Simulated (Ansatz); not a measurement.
A nudged elastic band was laid between two geometries of CH$_{5}$BLiO (9 atoms, charge 1, multiplicity 1).

Level of theory: Ansatz, RKS PBE/def2-SVP.

```
movable images  : 7
climbing image  : yes
spring          : 5.0 eV/Å²
optimiser       : quadratic models (default)
start path      : IDPP
force threshold : 0.05 eV/Å
iteration limit : 60
end points      : relaxed
```

Initial state:

```xyz
9
Properties=species:S:1:pos:R:3
Li -2.520 0.274 -1.298
B -0.587 -0.040 -0.226
C 0.726 0.791 -0.347
O -0.322 -1.134 0.788
H 1.028 0.875 -1.415
H 0.511 1.841 -0.040
H 1.612 0.442 0.234
H -0.998 -1.791 1.053
H 0.550 -1.258 1.251
```

Final state:

```xyz
9
Properties=species:S:1:pos:R:3
Li -2.618 0.739 0.845
B -0.608 0.050 0.160
C 0.696 0.889 0.000
O -0.265 -1.373 -0.231
H 1.588 0.378 -0.434
H 0.498 1.805 -0.599
H 0.985 1.276 1.005
H -0.914 -2.105 -0.205
H 0.637 -1.658 -0.541
```

(1) Which bonds break or form, and what moves?

(2) What energy profile does the band end with?

(3) What is the geometry of the highest image?

(4) What are the harmonic wavenumbers there?

Results:

(1) No bond is made or broken. The dihedral O4–B2–C3–H5 goes from 128 to 5°. The two ends are copies of one structure, up to a mirror image or an exchange of like atoms.

(2) The run converged. The highest image is number 4 of 0 to 8, 0.032 eV above the ends, which have the same energy within 2 meV. A vibrational analysis at the climbing image gives one clearly imaginary mode, 147i cm⁻¹: a first-order saddle point. Limits of this set-up: the dipole of an ion depends on the origin.

```
image  path coordinate (Å)  energy (eV)  dihedral O4–B2–C3–H5 (°)
    0                 0.00        0.000                       128
    1                 0.44        0.001                       110
    2                 0.89        0.009                        93
    3                 1.33        0.024                        76
    4                 1.78        0.032                        59
    5                 2.16        0.027                        45
    6                 2.54        0.013                        31
    7                 2.92        0.004                        18
    8                 3.30        0.000                         5
```

(3) 
```xyz
9
Properties=species:S:1:pos:R:3
Li -2.768 0.784 0.049
B -0.648 0.088 0.023
C 0.666 0.913 -0.145
O -0.211 -1.363 0.175
H 1.240 0.572 -1.040
H 0.501 2.001 -0.260
H 1.341 0.776 0.735
H -0.854 -2.091 0.297
H 0.732 -1.679 0.166
```

(4) 147i, 195, 295, 325, 331, 451, 485, 693, 700, 737, 914, 1052, 1256, 1357, 1378, 1515, 2926, 2998, 3088, 3366, 3705 cm⁻¹.

Run time: 94 s on 1 thread of Arm Neoverse V1 (shared host), peak memory 0.24 GiB.
